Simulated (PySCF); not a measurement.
Computed IR spectrum (relative IR intensity) of a molecule C₃H₈N, multiplicity 2. The structure is a stationary point at ωB97X-D3(BJ)/def2-SVP. Other conformers were not sampled. Computed with ωB97X-D3(BJ)/def2-SVP run with PySCF. Frequencies are harmonic and unscaled.

Lines under 2 % of the strongest are left out, and lines within 2 cm⁻¹ are merged.

| ν (cm⁻¹) | relative intensity |
|---|---|
| 132 | 9.2 |
| 254 | 2.6 |
| 577 | 100 |
| 815 | 2.2 |
| 1374 | 11 |
| 1436 | 12 |
| 1452 | 2.1 |
| 1462 | 8.1 |
| 1626 | 25 |
| 2958 | 31 |
| 2967 | 33 |
| 3083 | 23 |
| 3151 | 2.4 |
| 3154 | 13 |
| 3682 | 4.9 |

Problem. Identify the compound among the candidates.
A) C[CH]NC
B) C[C](C)N
C) [CH2]CNC
D) CC(C)[NH]

Solution. B, C[C](C)N
